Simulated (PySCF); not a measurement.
C₅H₁₁Si₂ (doublet state).
Cartesian coordinates in Å at the GFN2-xTB level; atoms count from 1:
```xyz
18
C5H11Si2 angstrom
C     -1.2280    2.8520    0.3785
C     -0.9996    1.7721   -0.0885
C     -0.7436    0.4600   -0.6137
Si    -2.3773   -0.5773   -0.6917
C      0.0637   -0.4051    0.2561
C      1.0825   -1.3061   -0.2874
Si     2.7390   -0.3230   -0.3859
H     -1.4141    3.8062    0.7720
H     -0.3164    0.5349   -1.6166
H     -3.3866    0.0789   -1.5320
H     -2.8831   -0.7085    0.6712
H     -2.0119   -1.8633   -1.2866
H      0.0198   -0.2427    1.3201
H      0.8097   -1.6479   -1.2868
H      1.2232   -2.1828    0.3458
H      3.7843   -1.1501   -0.9954
H      2.5054    0.8619   -1.2104
H      3.1243    0.0472    0.9747
```

The hyperfine couplings belong to this conformer and change with its torsions.

The species is `[C@H](C#C)([CH]C[SiH3])[SiH3]` [radical].

Computed, not measured: UKS B3LYP, pcH-1 on C H Si, non-relativistic, mean-field spin-orbit, GIAO (PySCF). One conformer (not necessarily the lowest) at the GFN2-xTB geometry, without solvent, vibrations or thermal averaging. Couplings are sensitive to structure, and on GFN2-xTB geometries they can be far from those on DFT ones. No stability test was run, so a lower SCF solution isn't excluded.

Principal values of hyperfine tensors in MHz (contact, dipolar and spin–orbit terms together), for some of the nuclei:

```json
{"atom": "Si7", "isotope": "29Si", "A1": "-148.72", "A2": "-119.80", "A3": "-117.48"}
{"atom": "Si4", "isotope": "29Si", "A1": "-122.02", "A2": "-101.93", "A3": "-98.45"}
{"atom": "C5", "isotope": "13C", "A1": "14.80", "A2": "15.63", "A3": "233.43"}
{"atom": "H13", "isotope": "1H", "A1": "-91.40", "A2": "-55.98", "A3": "-22.29"}
{"atom": "H10", "isotope": "1H", "A1": "51.17", "A2": "52.23", "A3": "56.24"}
{"atom": "H15", "isotope": "1H", "A1": "40.98", "A2": "41.45", "A3": "53.30"}
{"atom": "H14", "isotope": "1H", "A1": "33.15", "A2": "33.44", "A3": "44.66"}
{"atom": "H16", "isotope": "1H", "A1": "32.03", "A2": "33.25", "A3": "37.15"}
```

Problem. Give the isotropic coupling of each nucleus in MHz and in mT (g = 2.0027), and the anisotropic part.

Solution. a_iso = (A1 + A2 + A3)/3, Ti = Ai − a_iso; 1 mT corresponds to 28.030 MHz. The tensors hold a spin–orbit part: the run splits a_iso into a_FC + a_SO, and T includes its anisotropic share.

```json
{"atom": "Si7", "a_iso (MHz)": "-128.66", "a_FC": "-128.80", "a_SO": "0.14", "a_iso (mT)": "-4.590", "T1": "-20.05", "T2": "8.87", "T3": "11.19"}
{"atom": "Si4", "a_iso (MHz)": "-107.46", "a_FC": "-107.55", "a_SO": "0.09", "a_iso (mT)": "-3.834", "T1": "-14.55", "T2": "5.54", "T3": "9.02"}
{"atom": "C5", "a_iso (MHz)": "87.95", "a_FC": "88.06", "a_SO": "-0.10", "a_iso (mT)": "3.138", "T1": "-73.15", "T2": "-72.32", "T3": "145.48"}
{"atom": "H13", "a_iso (MHz)": "-56.56", "a_FC": "-56.57", "a_SO": "0.02", "a_iso (mT)": "-2.018", "T1": "-34.84", "T2": "0.57", "T3": "34.27"}
{"atom": "H10", "a_iso (MHz)": "53.22", "a_FC": "53.21", "a_SO": "0.00", "a_iso (mT)": "1.899", "T1": "-2.04", "T2": "-0.98", "T3": "3.02"}
{"atom": "H15", "a_iso (MHz)": "45.24", "a_FC": "45.24", "a_SO": "0.00", "a_iso (mT)": "1.614", "T1": "-4.27", "T2": "-3.79", "T3": "8.06"}
{"atom": "H14", "a_iso (MHz)": "37.08", "a_FC": "37.08", "a_SO": "0.00", "a_iso (mT)": "1.323", "T1": "-3.93", "T2": "-3.64", "T3": "7.57"}
{"atom": "H16", "a_iso (MHz)": "34.14", "a_FC": "34.14", "a_SO": "0.00", "a_iso (mT)": "1.218", "T1": "-2.11", "T2": "-0.90", "T3": "3.01"}
```

Problem. What spin density at the nucleus of Si7 lies behind its contact coupling (g_N = -1.11058)?

Solution. a_FC = (2μ0/3) gₑ μB g_N μN ρ(0)/(2S·h) = 800.24 MHz × g_N × ρ(0)/(2S), with ρ in bohr⁻³. With a_FC = -128.80 MHz and 2S = 1, ρ(0) = 0.1449 bohr⁻³. The nuclear moment is negative, so coupling and spin density have opposite signs.

Problem. C2 (13C, g_N = 1.40482) isn't in the table. Its spin density at the nucleus is 0.03215 bohr⁻³. What is its contact coupling?

Solution. By the same relation, a_FC = 36.1 MHz. Its full tensor has the principal values 33.34, 35.00, 40.07 MHz.

Problem. Name the largest traceless tensor T of the table and describe it.

Solution. C5: -73.2, -72.3, 145.5 MHz, axial, in the ratio −1:−1:+2, the form that spin in one p orbital centred on that nucleus gives.

Problem. What first-order splitting does C5 cause when the field lies along A1, A2 or A3 of its tensor (g taken as isotropic, no quadrupole term)?

Solution. 2 lines (I = 1/2), spaced by |A_i|/(g × 13.996): 0.53, 0.56, 8.33 mT along the axes of A1, A2 and A3.
